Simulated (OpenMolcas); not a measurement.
## O⁺: effect of the level shift or regulariser

```yaml
Program: OpenMolcas 26.06
Basis: ANO-RCC-VQZP [5s4p3d2f1g]
Scalar_Hamiltonian: DKH2, point nucleus
Active_space: 3 electrons in 9 orbitals (RAS2 2p; RAS3 3s 3d, at most 1 electron)
State_averaging: 2S+1 = 4 odd, 1 root; 2S+1 = 2 odd, 8 roots; 2S+1 = 4 even, 3 roots; 2S+1 = 2 even, 9 roots
Spin-orbit_coupling: state interaction with AMFI integrals over the reference wave functions, term energies averaged over their components
```

Methods on the same reference wave functions:
A. RASSCF
B. SS-RASPT2, IPEA 0.25 Eh, imaginary shift 0.1 Eh (closed shells correlated: 1s 2s)
C. SS-RASPT2, IPEA 0.25 Eh, imaginary shift 0.3 Eh (closed shells correlated: 1s 2s)

Energies in cm-1 above 2s2 2p3 4S* 3/2, the measured ground level; measured values from NIST Handbook of Basic Atomic Spectroscopic Data.

```json
{"Level": "2s2 2p3 4S* 3/2", "A": "0.0", "B": "0.0", "C": "0.0", "Measured": "0.0"}
{"Level": "2s2 2p3 2D* 3/2", "A": "30589", "B": "27310", "C": "27310", "Measured": "26831"}
{"Level": "2s2 2p3 2D* 5/2", "A": "30591", "B": "27310", "C": "27310", "Measured": "26811"}
{"Level": "2s2 2p3 2P* 1/2", "A": "50653", "B": "44840", "C": "44840", "Measured": "40470"}
{"Level": "2s2 2p3 2P* 3/2", "A": "50655", "B": "44840", "C": "44840", "Measured": "40468"}
{"Level": "2s2 2p2 3s 4P 1/2", "A": "192061", "B": "192770", "C": "192770", "Measured": "185235"}
{"Level": "2s2 2p2 3s 4P 3/2", "A": "192169", "B": "192870", "C": "192880", "Measured": "185341"}
{"Level": "2s2 2p2 3s 4P 5/2", "A": "192348", "B": "193050", "C": "193060", "Measured": "185499"}
{"Level": "2s2 2p2 3s 2P 1/2", "A": "199206", "B": "199290", "C": "199290", "Measured": "188889"}
{"Level": "2s2 2p2 3s 2P 3/2", "A": "199416", "B": "199500", "C": "199500", "Measured": "189069"}
{"Level": "2s2 2p2 3s 2D 3/2", "A": "217129", "B": "215070", "C": "215070", "Measured": "206973"}
{"Level": "2s2 2p2 3s 2D 5/2", "A": "217129", "B": "215070", "C": "215070", "Measured": "206972"}
```

Deviations, from unrounded energies. A percentage is the sum of absolute deviations over the sum of measured energies, with the sign that they share, or ± where signs differ.

```tsv
Against measurement	Levels	A	B	C
mean absolute deviation (cm-1)	11	8100	6300	6300
other terms of the ground configuration (%)	4	+20.7	+7.2	+7.2
other configurations (%)	7	+4.6	+4.4	+4.4
```

B, C lie about equally close to measurement and A furthest from it. The largest miss of B in the table is 2s2 2p2 3s 2P 3/2, by +10000 cm-1. The ranking rests on the paired levels alone, and a cruder setting can come out closer through cancelling errors.

Between B and C the level of the table that moves most is 2s2 2p2 3s 2D 5/2, by 5.9 cm-1 (lowest in B, highest in C). Moves below CASPT2's spread within the term are not significant.

The two smallest mean deviations differ by little beside CASPT2's spread within terms, so their order carries little weight.

From A to B the spin-free energies of the other terms of 2s2 2p3 shown, above 4S*, scale by a factor of 0.89.

The lowest spin-free term lies below A's lowest term by 0.117 hartree in B, 0.117 hartree in C.

CASPT2 breaks the degeneracy within a term, and the mean is taken; among the terms shown or strongly mixed into the levels shown the widest spread is 110 cm-1 (2s2 2p3 2D*, B). ANO sets are built for valence states and can reach diffuse excited orbitals poorly. With the s shell closed, the reference lacks s² → p² mixing. Without dynamic correlation excited terms often stand tens of per cent too high (terms of higher spin than the ground term too low), and those without a measured partner can miss by more than the paired ones (holds for A). Measured partners are found by configuration, term and J. A level has none where our copy of the source lacks it or the pairing is in doubt (some pairs that miss far off the trend of their configuration count as doubtful), and it then counts in no deviation. Only configurations of the active space appear. Levels that lie high or do not pair safely by name in every column are left out.

* marks odd parity.
